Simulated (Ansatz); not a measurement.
C$_{2}$H$_{6}$F$_{2}$N$_{2}$W (`C[N]=[W]([F])([F])=[N]C`), one more setting.

```yaml
crystal:
  periodic: [false, false, false]
  atoms:
    - {symbol: C, position_ang: [-0.361871, 0.151786, 2.271190]}
    - {symbol: N, position_ang: [-0.311758, 1.005000, 1.216358]}
    - {symbol: W, position_ang: [0.176361, 1.419569, -0.681110]}
    - {symbol: F, position_ang: [-1.644442, 2.318787, -1.090083]}
    - {symbol: F, position_ang: [1.589979, 2.216938, -0.718154]}
    - {symbol: N, position_ang: [0.183398, -0.191660, -1.763722]}
    - {symbol: C, position_ang: [0.253321, -1.331931, -1.938431]}
    - {symbol: H, position_ang: [-0.271793, -0.877103, 2.219514]}
    - {symbol: H, position_ang: [0.651023, 0.378106, 2.927647]}
    - {symbol: H, position_ang: [-1.174575, 0.430134, 2.840304]}
    - {symbol: H, position_ang: [-0.689076, -1.654959, -2.591608]}
    - {symbol: H, position_ang: [0.022872, -2.113999, -0.912248]}
    - {symbol: H, position_ang: [1.074856, -1.610475, -2.132247]}
basis:
  gaussian: {orbitals: x2c-TZVPPall}
hamiltonian: {xc: {name: wPBEh}}
output: {forces: true}
```

```sh
$ ansatz run in.yaml --threads 2 --pin off --events-out ev --progress --plain --max-ram 32768MiB --backend cuda --devices 0, --max-vram 18GiB
```

Output, abridged:

```
Functional definition: wPBEh
2300 factors; their error is unknown
140 factors; integrals over basis functions are off by at most 7.2e-7 eV
mean field evaluation 1: about -449871.0492 eV, gradient 1.5e2 eV
mean field evaluation 2: about -449348.0243 eV, gradient 4.8e2 eV
mean field evaluation 4: about -449909.3330 eV, gradient 5.9e1 eV
mean field evaluation 8: about -449915.5811 eV, gradient 1.7e0 eV
mean field evaluation 16: about -449916.1907 eV, gradient 2.0e-2 eV
mean field -449916.19073712 eV, -16534.1150454419 hartree, gradient 2.6e-5 eV, S^2 0.000000; 0 other end points of the search recorded, 0 dependent functions left out
reference -449916.19080909 eV, -16534.1150480866 hartree; 62, 62 occupied and 305, 305 virtual orbitals, 2300 factors
Total energy: -449916.19080909 eV, -16534.1150480866 hartree
Relativity: scalar
Atom 0 at    -0.361871     0.151786     2.271190 Å, force     4.522568     1.888032     2.431625 eV/Å
Atom 1 at    -0.311758     1.005000     1.216358 Å, force     2.520231     1.633379    -8.831271 eV/Å
Atom 2 at     0.176361     1.419569    -0.681110 Å, force   -17.471138   -11.167975     3.211004 eV/Å
Atom 3 at    -1.644442     2.318787    -1.090083 Å, force     3.111571    -1.117937     0.171009 eV/Å
Atom 4 at     1.589979     2.216938    -0.718154 Å, force    11.360621     6.226740    -0.435548 eV/Å
Atom 5 at     0.183398    -0.191660    -1.763722 Å, force    -0.739506    22.944469     7.458226 eV/Å
Atom 6 at     0.253321    -1.331931    -1.938431 Å, force   -12.015036   -14.314341     1.522577 eV/Å
Atom 7 at    -0.271793    -0.877103     2.219514 Å, force    -0.349992    -2.336909    -1.135393 eV/Å
Atom 8 at     0.651023     0.378106     2.927647 Å, force    -2.265939    -0.331269    -0.781142 eV/Å
Atom 9 at    -1.174575     0.430134     2.840304 Å, force    -1.941452     0.367938     1.754729 eV/Å
Atom 10 at    -0.689076    -1.654959    -2.591608 Å, force     1.943140    -0.381368     0.427599 eV/Å
Atom 11 at     0.022872    -2.113999    -0.912248 Å, force     0.166114     1.617763    -1.842759 eV/Å
Atom 12 at     1.074856    -1.610475    -2.132247 Å, force    11.158819    -5.028521    -3.950657 eV/Å
Dipole moment:     0.574465    -0.310893     0.057247 e Å
```

It took 13 s on 2 threads of an AMD EPYC 7R13 on a shared host and a share of an NVIDIA H100 80 GB, with 1.1 GiB of host memory at the peak.
